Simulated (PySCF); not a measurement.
Structure problem from calculated spectra and properties.

Elements present: C, F, H and O. Monoisotopic mass: 150.0104 u.

- Polarisability: 46.3 au [PBE0/def2-SVPD]
- UV, strongest line: among the 10 lowest singlet transitions: S7 at 9.80 eV (126 nm, f = 0.038) [TDDFT PBE0/def2-SVPD]
- 13C NMR: chemical shifts (computed TMS as zero) by class: 134.8 (1 C), 126.6 (1 C), 67.3 (1 C) ppm [GIAO PBE/pcSseg-2]
- Rotational structure: rotational constants A, B, C: 2.576, 1.248, 1.209 GHz [PBE0-D3(BJ)/def2-SVP]
- Dipole: 1.59 D [PBE0/def2-SVPD]
- Valence photoelectron: vertical ionisation energy: 11.45 eV [ΔSCF PBE0/def2-SVPD]
- UV, first state: lowest singlet excitation: 7.63 eV (162 nm, f = 0.010) [TDDFT PBE0/def2-SVPD]
- NMR, other nuclei: isotropic shieldings of nuclei other than C and H, by class: 321 (1 O), 254 (3 F), 304 (2 F) ppm [GIAO PBE/pcSseg-2]
- 1H NMR: chemical shifts (computed TMS as zero) by class: 4.02 (2 H), 0.69 (1 H) ppm [GIAO PBE/pcSseg-2]
- Couplings: largest of the computed one-bond spin–spin couplings (means over like bonds): 19F–13C -354.1 (×3), 19F–13C -306.7 (×2), 13C–1H +150.0 (×2), 17O–1H -72.6 Hz [B3LYP/pcJ-1, spin–dipole term left out for some pairs]

Gas-phase values; electronic properties from PySCF, density fitting. Levels stand in brackets. One conformer (not necessarily the lowest) at the PBE0-D3(BJ)/def2-SVP geometry, without solvent, vibrations or thermal averaging. NMR classes are plain means over equivalent atoms (diastereotopic ones count apart unless rotation or inversion swaps them), as if these changed places fast.

Question: Which formula fits the mass and the elements?

Answer: C3H3F5O (calculated 150.0104). No other formula that holds each of these elements comes within 0.0003 u with a fitting electron parity and a possible valence count.

Question: Give a SMILES that accounts for the data.

Answer: Numbering: `[OH:1][CH2:2][C:3]([F:4])([F:5])[C:6]([F:7])([F:8])[F:9]`. Its formula, C3H3F5O, gives 0 degrees of unsaturation, so no ring and no π bond. 3 carbons fall into 3 classes; from least to most shielded: CF3 carbon [C6] (134.8 ppm), CF2 carbon [C3] (126.6 ppm), carbinol carbon (C–OH) [C2] (67.3 ppm). Hydrogen classes from least to most shielded: 2 H on a carbinol carbon (C–OH), C2 (4.02 ppm), 1 H on an alcohol oxygen, O1 (0.69 ppm). The other shieldings belong to: 321 ppm, alcohol oxygen [O1]; 254 ppm, fluorine of a CF3 group [F7/F8/F9]; 304 ppm, fluorine of a CF2 group [F4/F5]. The couplings run between: -354.1 Hz, fluorine of a CF3 group [F7] and CF3 carbon [C6] (with 2 like pairs); -306.7 Hz, fluorine of a CF2 group [F4] and CF2 carbon [C3] (with 1 like pair); +150.0 Hz, carbinol carbon (C–OH) [C2] and its hydrogen (with 1 like pair); -72.6 Hz, alcohol oxygen [O1] and its hydrogen. The first electron is taken from the HOMO, whose largest Löwdin shares are 0.62 on the alcohol oxygen, 0.13 on the carbinol carbon (C–OH), 0.07 on the CF2 carbon and 0.07 on a methylene hydrogen. By its constants the optimised geometry is an asymmetric top. Structure: `OCC(F)(F)C(F)(F)F` (2,2,3,3,3-pentafluoro-1-propanol). Computed isomers that give other values at the same levels: `COC(F)(F)C(F)(F)F` (smallest rotational constant: 1.272 GHz; this holds for the one conformer computed). The assignments are read from this structure; whether some other isomer fits the data as well wasn't checked.

The values belong to the conformer `[OH:1][CH2:2][C:3]([F:4])([F:5])[C:6]([F:7])([F:8])[F:9]`: O1–C2–C3–F4 -55°, C2–C3–C6–F7 -58°, H–O1–C2–C3 59°.
